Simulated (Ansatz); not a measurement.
Input for Ansatz (a first-principles code): R-CCSD(T)/cc-pV(Q+d)Z on CH6Si (SMILES C[SiH3]). The basis file is the Basis Set Exchange's JSON of that set.

Ansatz 0.2 input:
```yaml
crystal:
  periodic: [false, false, false]
  atoms:
    - {symbol: Si, position_ang: [0.00000033, 0.00000000, 0.88805621]}
    - {symbol: H, position_ang: [1.38840185, -0.00000000, 1.41040374]}
    - {symbol: H, position_ang: [-0.69420082, 1.20239126, 1.41040235]}
    - {symbol: H, position_ang: [-0.69420082, -1.20239126, 1.41040235]}
    - {symbol: C, position_ang: [-0.00000004, 0.00000000, -0.98806299]}
    - {symbol: H, position_ang: [0.50991605, 0.88320062, -1.37706746]}
    - {symbol: H, position_ang: [-1.01983260, 0.00000000, -1.37706673]}
    - {symbol: H, position_ang: [0.50991605, -0.88320062, -1.37706746]}
basis:
  gaussian:
    orbitals: cc-pV_Q+d_Z.json
magnetization: {spin_polarized: false}
correlation: {method: ccsd_t, electrons: outside_noble_gas}
scf: {lower_state_search: off}
```

Program output:

```
WARN ansatz: RAYON_NUM_THREADS=4 ignored (pool sized by the plan → 4); use --threads N
Functional definition: HF
these checks for a lower state are left out or cut short: stability, starts, cluster_reference, orbital_swaps, neighbouring_geometries, increment
integrals: 2.70 GiB planned
1727 factors; integrals over basis functions are off by at most 1.2e-3 eV
mean field: 1.10 GiB planned
mean field evaluation 1: about -8986.9267 eV, gradient 2.5e1 eV
mean field evaluation 2: about -8986.9274 eV, gradient 2.5e1 eV
mean field evaluation 4: about -8988.7676 eV, gradient 2.4e0 eV
mean field evaluation 8: about -8988.7943 eV, gradient 3.8e-4 eV
mean field -8988.79425822 eV, -330.3320961659 hartree, gradient 1.8e-6 eV, S^2 0.000000; 0 other end points of the search recorded, 0 dependent functions left out
6 core orbitals not correlated
reference -8988.79425822 eV, -330.3320961659 hartree; 7, 7 occupied and 286, 286 virtual orbitals, 1727 factors
second order -9.22172738 eV of doubles, -0.00000000 eV of singles
coupled cluster: 6.09 GiB planned
cycle   1  -9.85058360 eV  change   -6.3e-1 eV  update   6.4e-2
cycle   2  -10.14875153 eV  change   -3.0e-1 eV  update   2.0e-2
cycle   3  -10.17509049 eV  change   -2.6e-2 eV  update   6.3e-3
cycle   4  -10.17234537 eV  change    2.7e-3 eV  update   1.9e-3
cycle   5  -10.17225752 eV  change    8.8e-5 eV  update   5.2e-4
cycle   6  -10.17216634 eV  change    9.1e-5 eV  update   1.6e-4
cycle   7  -10.17214127 eV  change    2.5e-5 eV  update   4.4e-5
cycle   8  -10.17215534 eV  change   -1.4e-5 eV  update   1.3e-5
perturbative correction -0.34077328 eV, -0.0125231869 hartree
Total energy: -8999.30718683 eV, -330.7184391666 hartree
Checks for a lower state left out: stability, starts, cluster_reference, orbital_swaps, neighbouring_geometries, increment
```

Self-consistency was reached.

Cost: around 100 core-seconds (rough).
